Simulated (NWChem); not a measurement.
System: C₄H₃S, doublet; SMILES [c]1ccsc1

NWChem input:

```
start job
memory heap 200 mb stack 900 mb global 1100 mb
geometry units angstroms noautosym nocenter noautoz
  C      0.881084    -1.180582     0.000000
  C      1.303441     0.099750     0.000000
  S     -0.112718     1.143225     0.000000
  C     -1.190420    -0.221956     0.000000
  C     -0.517187    -1.416500     0.000000
  H      2.297769     0.522535     0.000000
  H     -2.260708    -0.059570     0.000000
  H     -0.992491    -2.389913     0.000000
end
basis spherical
  C library def2-svp
  S library def2-svp
  H library def2-svp
end
dft
  odft
  mult 2
  xc b3lyp
  iterations 150
  mulliken
end
task dft energy
esp
  recalculate
  probe 0.07
  range 0.3
  factor 1.0
  spacing 0.02
end
task esp
```

Parts of the log:

```
             Northwest Computational Chemistry Package (NWChem) 7.3.0
             --------------------------------------------------------

                             Geometry "geometry" -> ""
                             -------------------------

 Output coordinates in angstroms (scale by  1.889725989 to convert to a.u.)

  No.       Tag          Charge          X              Y              Z
 ---- ---------------- ---------- -------------- -------------- --------------
    1 C                    6.0000     0.88108400    -1.18058200     0.00000000
    2 C                    6.0000     1.30344100     0.09975000     0.00000000
    3 S                   16.0000    -0.11271800     1.14322500     0.00000000
    4 C                    6.0000    -1.19042000    -0.22195600     0.00000000
    5 C                    6.0000    -0.51718700    -1.41650000     0.00000000
    6 H                    1.0000     2.29776900     0.52253500     0.00000000
    7 H                    1.0000    -2.26070800    -0.05957000     0.00000000
    8 H                    1.0000    -0.99249100    -2.38991300     0.00000000

 Effective nuclear repulsion energy (a.u.)     191.9656544381

                                 NWChem DFT Module
                                 -----------------

 Summary of "ao basis" -> "ao basis" (spherical)
 ------------------------------------------------------------------------------
       Tag                 Description            Shells   Functions and Types
 ---------------- ------------------------------  ------  ---------------------
 C                          def2-svp                 6       14   3s2p1d
 S                          def2-svp                 8       18   4s3p1d
 H                          def2-svp                 3        5   2s1p

            General Information
            -------------------
          SCF calculation type: DFT
          Wavefunction type:  spin polarized.
          No. of atoms     :     8
          No. of electrons :    43
           Alpha electrons :    22
            Beta electrons :    21
          Charge           :     0
          Spin multiplicity:     2
          Use of symmetry is: off; symmetry adaption is: off
          Maximum number of iterations: 150
          AO basis - number of functions:    89
                     number of shells:    41
          Convergence on energy requested:  1.00D-06
          Convergence on density requested:  1.00D-05
          Convergence on gradient requested:  5.00D-04

              XC Information
              --------------
                         B3LYP Method XC Potential
                     Hartree-Fock (Exact) Exchange  0.200
                        Slater Exchange Functional  0.800 local
                    Becke 1988 Exchange Functional  0.720 non-local
              Lee-Yang-Parr Correlation Functional  0.810
                  VWN I RPA Correlation Functional  0.190 local

             Grid Information
             ----------------
          Grid used for XC integration:  medium
          Radial quadrature: Mura-Knowles
          Angular quadrature: Lebedev.
          Tag              B.-S. Rad. Rad. Pts. Rad. Cut. Ang. Pts.
          ---              ---------- --------- --------- ---------
          C                   0.70       49          10.0       434
          S                   1.00       88          10.0       590
          H                   0.35       45          12.0       434
          Grid pruning is: on
          Number of quadrature shells:   419
          Spatial weights used:  Erf1

      Superposition of Atomic Density Guess
      -------------------------------------

 Sum of atomic energies:        -549.34439760

      Non-variational initial energy
      ------------------------------

 Total energy =    -552.274157
 1-e energy   =   -1133.788338
 2-e energy   =     389.548527
 HOMO         =      -0.196824
 LUMO         =       0.006620

     ---------------------------------------------
      Total Density - Mulliken Population Analysis
     ---------------------------------------------

    Atom       Charge   Shell Charges
 -----------   ------   -------------------------------------------------------
    1 C    6     6.05   1.99  1.02  0.36  1.78  0.85  0.04
    2 C    6     6.17   1.99  0.97  0.30  1.90  0.97  0.04
    3 S   16    15.84   2.00  1.99  1.19  0.65  5.94  1.66  2.32  0.08
    4 C    6     6.08   1.99  0.97  0.29  1.86  0.94  0.04
    5 C    6     6.20   1.99  0.97  0.29  2.01  0.89  0.04
    6 H    1     0.88   0.66  0.20  0.02
    7 H    1     0.89   0.66  0.20  0.02
    8 H    1     0.90   0.67  0.21  0.03

     --------------------------------------------
      Spin Density - Mulliken Population Analysis
     --------------------------------------------

    Atom       Charge   Shell Charges
 -----------   ------   -------------------------------------------------------
    1 C    6     0.73   0.00  0.03  0.12  0.38  0.20  0.00
    2 C    6     0.03   0.00  0.01 -0.01  0.02 -0.01  0.01
    3 S   16     0.15   0.00  0.00  0.00 -0.00  0.00  0.06  0.09  0.00
    4 C    6     0.04   0.00  0.01 -0.00  0.02  0.01  0.00
    5 C    6     0.04   0.00  0.01 -0.01  0.03 -0.00  0.01
    6 H    1     0.01   0.01  0.00  0.00
    7 H    1     0.02   0.01  0.01  0.00
    8 H    1     0.00   0.00 -0.00  0.00

   convergence    iter        energy       DeltaE   RMS-Dens  Diis-err
 ---------------- ----- ----------------- --------- --------- ---------
 d= 0,ls=0.0,diis     1   -552.0313404525 -7.44D+02  5.56D-03  1.08D-01
                                                     4.86D-03  1.06D-01
 d= 0,ls=0.0,diis     2   -552.0633042000 -3.20D-02  4.10D-03  5.36D-02
                                                     3.37D-03  4.80D-02
 d= 0,ls=0.0,diis     3   -552.0741185050 -1.08D-02  1.82D-03  3.17D-02
                                                     1.76D-03  3.30D-02
 d= 0,ls=0.0,diis     4   -552.0921681041 -1.80D-02  5.48D-04  1.58D-03
                                                     3.93D-04  1.30D-03
 d= 0,ls=0.0,diis     5   -552.0930191225 -8.51D-04  1.35D-04  1.19D-04
                                                     1.63D-04  1.21D-04
  Resetting Diis
 d= 0,ls=0.0,diis     6   -552.0930959006 -7.68D-05  8.18D-05  2.35D-05
                                                     6.47D-05  2.40D-05
 d= 0,ls=0.0,diis     7   -552.0931173424 -2.14D-05  3.95D-05  2.84D-06
                                                     4.08D-05  2.63D-06
 d= 0,ls=0.0,diis     8   -552.0931219757 -4.63D-06  2.25D-05  2.72D-06
                                                     2.07D-05  2.98D-06
 d= 0,ls=0.0,diis     9   -552.0931243392 -2.36D-06  2.32D-05  5.32D-07
                                                     2.50D-05  5.38D-07
 d= 0,ls=0.0,diis    10   -552.0931260917 -1.75D-06  1.77D-05  3.53D-07
                                                     1.54D-05  2.85D-07
 d= 0,ls=0.0,diis    11   -552.0931266985 -6.07D-07  5.14D-06  9.13D-08
                                                     5.12D-06  6.89D-08

         Total DFT energy =     -552.093126698539
      One electron energy =    -1136.801876323871
           Coulomb energy =      441.188363728058
    Exchange-Corr. energy =      -48.445268540805
 Nuclear repulsion energy =      191.965654438080

 Numeric. integr. density =       42.999990233637

                    DFT Final Alpha Molecular Orbital Analysis
                    ------------------------------------------

 Vector   20  Occ=1.000000D+00  E=-2.644445D-01
              MO Center=  7.8D-01, -9.0D-01, -3.6D-08, r^2= 2.5D+00
   Bfn.  Coefficient  Atom+Function         Bfn.  Coefficient  Atom+Function
  ----- ------------  ---------------      ----- ------------  ---------------
     5      0.413883  1 C  py                 4     -0.357365  1 C  px
     3     -0.306458  1 C  s                  8      0.261570  1 C  py
     7     -0.241061  1 C  px                40      0.218953  3 S  py
    39     -0.183605  3 S  px                37      0.168754  3 S  py
     2     -0.165413  1 C  s                 64      0.143151  5 C  px

[...]

                     NWChem Electrostatic Potential Fit Module
                     -----------------------------------------

 Atom parameters

 Number of atoms is                                    8
 Number of basis functions is                         89

 Grid parameters

 Maximum number of grid points is                  33280
 Number of grid points is                          33279
 Grid range                                     0.300000 nm
 Grid spacing                                   0.020000 nm
 Probe radius                                   0.070000 nm
 Atom radius factor                             1.000000

 Atomic radii

    1    0.100000
    6    0.147000
   16    0.174000
 FASTESP  F
  using M.O. file = ./job.movecs

    Atom              Coordinates                           Charge

                                                  ESP

    1 C     0.088108   -0.118058    0.000000   -0.071662
    2 C     0.130344    0.009975    0.000000   -0.123212
    3 S    -0.011272    0.114323    0.000000    0.005294
    4 C    -0.119042   -0.022196    0.000000   -0.130039
    5 C    -0.051719   -0.141650    0.000000   -0.085246
    6 H     0.229777    0.052254    0.000000    0.150497
    7 H    -0.226071   -0.005957    0.000000    0.143077
    8 H    -0.099249   -0.238991    0.000000    0.111290
                                            ------------
                                                0.000000

 Dipole moment                                  0.222999

 Quadrupole moment Qxx                          6.619817
                   Qyy                         -0.964457
                   Qzz                         -5.655360

 RMS deviation kJ/mol                           0.092517

 RRMS %                                        56.237534
```

Level: B3LYP/def2-SVP, spin-unrestricted. In the optimisation the excess spin sits in a' (Cs, its own frame). Geometry: optimised at B3LYP/6-31G* (spherical d), spin-unrestricted. No stability test was run on the SCF state.
